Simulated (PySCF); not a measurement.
PySCF input file for TaOCl₂, SMILES [Ta](=[O])([Cl])[Cl] (connectivity only; charge and spin as stated), neutral, multiplicity 2, PBE0-D3(BJ)/def2-SVP. Geometry optimised at PBE0-D3(BJ)/def2-SVP. The multiplicity is an assumed one; other spin states were not compared. The isomer is the one that the SMILES or the coordinates give; other isomers of the formula were not compared. The def2 effective core potentials stand for the cores of Ta; spin–orbit coupling is left out.

```python
import numpy as np
from pyscf import gto, scf, dft, df
from pyscf.hessian import thermo

mol = gto.M(
    atom='''
    Ta    0.00000000    0.00000000   -0.15719395
    O     0.00000000    0.00000000   -1.86215836
    Cl    0.00000000   -2.11006516    0.77565955
    Cl    0.00000000    2.11006516    0.77565955
    ''',
    basis='def2-SVP',
    ecp={'Ta': 'def2-svp'},
    charge=0,
    spin=1,
    max_memory=1600,
    verbose=3,
)
mf = dft.UKS(mol, xc='pbe0').density_fit(auxbasis='def2-universal-jkfit')
mf.disp = 'd3bj'
mf.grids.level = 3
mf.conv_tol = 1e-11
mf.max_cycle = 100
mf.kernel()
fine, coarse = mf.grids, dft.Grids(mol).set(level=1).build(with_non0tab=True)
for _ in range(3):  # follow internal instabilities
    mf.grids = coarse
    mo, _, stable, _ = mf.stability(return_status=True, nroots=4)
    mf.grids = fine
    if stable:
        break
    mf.kernel(mf.make_rdm1(mo, mf.mo_occ))

# [left out here: the lines that compute and print the analytic Hessian (its translational invariance restored by hand, since the grid's response is missing), thermochemistry and intensities]
```

Log of the run:

```

WARN: HOMO -0.465431560814715 >= LUMO -0.465431560814721

converged SCF energy = -1052.06915052062  <S^2> = 0.75634471  2S+1 = 2.0063347
<class 'pyscf.df.df_jk.DFUKS'> wavefunction is stable in the internal stability analysis

WARN: DFTD3 does not support analytical Hessian, using finite difference


WARN: Mole.unit (angstrom) is changed to Bohr

Mode                                 0                   1                   2
Irrep
Freq [cm^-1]                       46.5722             97.9652            209.1716
Reduced mass [au]                  28.0670             40.4499             18.4230
Force const [Dyne/A]                0.0359              0.2287              0.4749
Char temp [K]                      67.0070            140.9501            300.9514
Normal mode                   x     y     z       x     y     z       x     y     z
       0  Ta                 0.04  0.00  0.00   -0.00  0.00  0.03   -0.00  0.01 -0.00
       1   O                -0.16 -0.00  0.00    0.00 -0.00  0.04    0.00 -0.22 -0.00
       2  Cl                -0.07 -0.00 -0.00    0.00 -0.06 -0.09    0.00  0.02 -0.05
       3  Cl                -0.07  0.00 -0.00    0.00  0.06 -0.09    0.00  0.02  0.05
Mode                                 3                   4                   5
Irrep
Freq [cm^-1]                      385.1747            419.1042           1028.1063
Reduced mass [au]                  37.0415             43.9723             17.3024
Force const [Dyne/A]                3.2378              4.5507             10.7754
Char temp [K]                     554.1806            602.9976           1479.2161
Normal mode                   x     y     z       x     y     z       x     y     z
       0  Ta                -0.00 -0.00 -0.02    0.00 -0.04  0.00   -0.00  0.00 -0.02
       1   O                 0.00  0.00 -0.01   -0.00  0.05  0.00    0.00 -0.00  0.24
       2  Cl                 0.00 -0.10  0.05   -0.00  0.09 -0.03    0.00  0.00  0.00
       3  Cl                 0.00  0.10  0.05   -0.00  0.09  0.03    0.00 -0.00  0.00
temperature 298.1500 [K]
pressure 101325.00 [Pa]
Rotational constants [GHz] 4.92728 1.60096 1.20834
Symmetry number 2
Zero-point energy (ZPE) 0.00498 [Eh]   13075.747 [J/mol]
                           tot       elec      trans        rot        vib
Entropy [J/mol/K]       347.559      5.763    178.468    111.026     52.302
Cv [J/mol/K]             62.742      0.000     12.472     12.472     37.799
Cp [J/mol/K]             71.057      0.000     20.786     12.472     37.799
Internal energy [J/mol]                      3718.434   3718.434  20362.576
Internal energy [Eh]   -1052.05856  -1052.06915
Enthalpy [J/mol]                             6197.391   3718.434  20362.576
Enthalpy [Eh]          -1052.05762
Gibbs free energy [J/mol]                  -47012.769 -29383.961   4768.751
Gibbs free energy [Eh] -1052.09709
mode   freq/cm-1   IR/(km/mol)
   1       46.57        15.943
   2       97.97         1.733
   3      209.17         0.576
   4      385.17        14.296
   5      419.10        95.369
   6     1028.11       149.461
max |gradient| / (hartree/bohr): 7.180393131874325e-05
APT charges: [ 1.7592 -0.7383 -0.5104 -0.5104]
```

Self-consistency was reached.
